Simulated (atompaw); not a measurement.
## PBE PAW (atompaw) dataset for manganese (Mn), scalar-relativistic all-electron reference.

atompaw 4.2.0.5 input, output lines left out:

```
Mn 25
GGA-PBE scalarrelativistic loggrid 1500 logderivrange -3 5 201
4 4 3 0 0 0
4 0 1
4 1 0
3 2 5
0 0 0
c
c
c
v
c
c
v
v
2
2.75 2.45 1.90 2.60
y
3.1
n
y
1.25
n
y
0.8
n
custom polynom vanderbiltortho besselshape
3 0 troulliermartins
2.15
2.15
2.75
2.75
1.50
1.50
```

Results:

| Item | Value |
| --- | --- |
| Cutoffs needed | 50 Ry and 80 Ry (the cutoffs (Ry, on a coarse ladder) from which the occupation-weighted sum of valence levels, in a spherical-Bessel basis at the reference potential, stays within 10 and 1 mRy of its value at 400 Ry) |
| Ghost test | ghost state, extra bound levels that the all-electron valence spectrum of the same l lacks: s at -164.8 eV; a true bound ghost makes a file unfit for plane-wave use (spherical-Bessel basis up to 400 Ry, 20 bohr box) |
| Lowest eigenvalue of the overlap operator | 0.11 (s channel) |
| Overlap eigenvalues printed by atompaw (projector basis) | 0.0108, 0.183, 2.4, 115, 256, 2.09e+13 |
| Share of each valence orbital outside the PAW sphere | 4s 47 %, 4p 70 %, 3d 3 % |

Generation and tests took about 2.6 s on one core of a shared server CPU.
